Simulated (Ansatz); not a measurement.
Species: C$_{6}$H$_{12}$, net charge 0, singlet state. SMILES: C(CC)/C=C\C
Geometry from a B3LYP-D3(BJ)/def2-TZVP (Ansatz, a quantum-chemistry and plane-wave program) optimisation:
```xyz
18

C      2.7637     0.3147     0.6928
C      1.4889     0.7015    -0.0503
C      0.5208    -0.4765    -0.2222
C     -0.7015    -0.1081    -1.0061
C     -1.9615    -0.0623    -0.5785
C     -2.4742    -0.3864     0.7906
H      3.4345     1.1684     0.8058
H      2.5364    -0.0645     1.6922
H      3.3076    -0.4686     0.1591
H      0.9744     1.5056     0.4835
H      1.7429     1.1041    -1.0358
H      0.2543    -0.8680     0.7613
H      1.0481    -1.2855    -0.7418
H     -0.5138     0.1725    -2.0396
H     -2.7210     0.2438    -1.2926
H     -1.6829    -0.6708     1.4822
H     -3.0011     0.4719     1.2178
H     -3.1968    -1.2069     0.7501
```

Property: vertical triplet-singlet gap (E(triplet) - E(singlet); each state is the SCF solution reached for its spin), in kcal/mol. Correlated levels leave the core frozen unless marked. UHF or UKS for open shells. No spin-orbit coupling. No relativistic terms. 

```csv
level,program,vertical triplet-singlet gap (kcal/mol)
HF/aug-cc-pVDZ,Ansatz,82.7
HF/aug-cc-pVTZ,Ansatz,82.0
SVWN5/def2-TZVPD,Ansatz,108.1
PBE/def2-TZVPD,Ansatz,102.2
r2SCAN/def2-TZVPD,Ansatz,96.2
PBE0/def2-TZVPD,Ansatz,99.3
BHLYP/def2-TZVPD,Ansatz,98.3
CAM-B3LYP/def2-TZVPD,Ansatz,101.7
wB97M-V/def2-TZVPD,Ansatz,106.1
wB97X-V/def2-TZVPD,Ansatz,105.1
B2PLYP/def2-TZVPD,Ansatz,105.1
MP2/aug-cc-pVDZ,Ansatz,111.2
MP2/aug-cc-pVTZ,Ansatz,111.3
RI-MP2/aug-cc-pVTZ,Ansatz,111.3
SCS-MP2/aug-cc-pVDZ,Ansatz,111.6
SCS-MP2/aug-cc-pVTZ,Ansatz,112.2
CCSD/aug-cc-pVDZ,Ansatz,104.6
CCSD/aug-cc-pVTZ,Ansatz,104.0
CCSD(T)/aug-cc-pVDZ,Ansatz,107.2
CCSD(T)/aug-cc-pVTZ,Ansatz,107.1
```
